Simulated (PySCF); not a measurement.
C5H8Si, SMILES C#C[C@@H]1C[C@@H]1[SiH3].

Geometry optimised at ωB97X-D3(BJ)/def2-SVP. The structure was generated by enumeration; whether it is a known compound was not checked.

Calculation: HF/def2-TZVP (PySCF).

Isolated molecule, no solvent.

The total energy is -482.90602 hartree and the highest occupied level comes out as -9.91 eV. The lowest empty level is 3.47 eV and the orbital gap is 13.39 eV. The dipole moment is 1.04 D. The quadrupole, principal values (traceless, Buckingham form, about the centre of nuclear charge) comes out as -5.69, -2.48, 8.18 D·Å and the mean static polarisability is 76.6 bohr³ (11.35 Å³). The polarisability, principal values comes out as 62.8, 74.6, 92.3 bohr³.
